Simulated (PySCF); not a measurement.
# MF₄ across group 14

Level: B3LYP, basis family def2-TZVP, no relativity.

Each entry is the lowest minimum that a search over a few typed start shapes (and spin states, where more than one is plausible) found, or that minimum re-optimised at the stated level; isomers with ligand–ligand bonds, or fragments after loss of a ligand pair, can lie lower. Open shells are unrestricted; no spin–orbit coupling; PySCF with density fitting.

```
molecule  2S+1  point group  mean bond to the central atom (Å)  highest ω (cm⁻¹)  polar-tensor charge of the central atom  gap (eV)  distinct angles (°)
     CF₄     1           Td                              1.326              1250                                     2.07     14.51                  109
    SiF₄     1           Td                              1.567              1021                                     2.37     12.50                  109
    GeF₄     ?            ?                                  ?                 ?                                        ?         ?                    ?
```

Problem. Fill in the row of GeF₄.

Solution. 2S+1: 1; point group: Td; mean bond to the central atom (Å): 1.702; highest ω (cm⁻¹): 780; polar-tensor charge of the central atom: 2.36; gap (eV): 10.02; distinct angles (°): 109.

The bond lengthens at every step; the largest change, 0.241 Å, falls between CF₄ and SiF₄ among the members listed.

Left out of the table are members whose search was unfinished or whose lowest solution was spin-contaminated, unstable, very soft or bonded differently.
